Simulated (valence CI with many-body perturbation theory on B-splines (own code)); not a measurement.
# Re LIV: what the settings do

Calculated by valence CI with perturbative core correlation (CI+MBPT): four valence electrons over a frozen Dirac-Fock core [Ar], a basis of 6 s, 6 p, 5 d, 5 f, 1 g functions for each j, with the one-electron correlation potential Σ1, the two-electron term Σ2, the three-electron term Σ3, Breit, model QED; selected CI, second order for the rest, scaled by the run's own slope (own B-spline code, finite nucleus).

The last digits are not significant, and no measured levels were compared; by estimate large intervals hold to a few tenths of a per cent, small ones and those within an open d or f shell to about a per cent. Only levels of the ground parity were solved; by the run's estimate the other parity begins above the list, which can be wrong where configurations are misplaced.

The reference run has the lowest level (3d3/2^4) J=0 and an ionisation energy of 5099.30 eV. Its largest variational space holds 8006 state functions.

Levels are named by their leading jj configuration (3d3/2^4 stands for four electrons in 3d with j = 3/2), which in mixed levels can hold well under half, so a name can repeat and another be missing. Letters in brackets count levels of one name in rising energy.

Changed runs:
A. natural orbitals for correlation on → off
B. factor on the speed of light 1 → 10; QED terms on → off
C. logarithmic knot step 0.27 → 0.2; scale of Σ2 1 → 0.8
D. cutoff of virtual states (hartree) 11250 → 180.5 (bad on purpose)

Excitation energies of the reference run in cm⁻¹, and shifts in cm⁻¹:

| Level | Reference | A | C | D |
| --- | --- | --- | --- | --- |
| (3d3/2^3 3d5/2) J=1 | 554177 | -1081 | -901 | -449 |
| (3d3/2^3 3d5/2) J=4 | 651646 | -370 | -939 | -67 |
| (3d3/2^3 3d5/2) J=2 | 678748 | -123 | -343 | -149 |
| (3d3/2^3 3d5/2) J=3 | 706288 | +46 | -386 | -3.9 |
| (3d3/2^2 3d5/2^2) J=0 [a] | 1179610 | -1302 | -1264 | -940 |
| (3d3/2^2 3d5/2^2) J=2 [a] | 1183240 | -1052 | -1252 | -733 |
| (3d3/2^2 3d5/2^2) J=4 [a] | 1202600 | -1336 | -1746 | -621 |
| (3d3/2^2 3d5/2^2) J=3 [a] | 1219540 | -1172 | -1314 | -599 |
| (3d3/2^2 3d5/2^2) J=5 | 1248820 | -1012 | -1792 | -347 |
| (3d3/2^2 3d5/2^2) J=6 | 1271840 | -888 | -2082 | -180 |
| (3d3/2^2 3d5/2^2) J=1 | 1293000 | -308 | -559 | -566 |
| (3d3/2^2 3d5/2^2) J=3 [b] | 1317210 | -58 | -594 | -329 |
| Ionisation energy (eV) | 5099.30 | -0.40 | -1.77 | -0.77 |

Run B ends with another lowest level, (3d3/2^2 3d5/2^2) J=0, and an ionisation energy of 5046.33 eV.
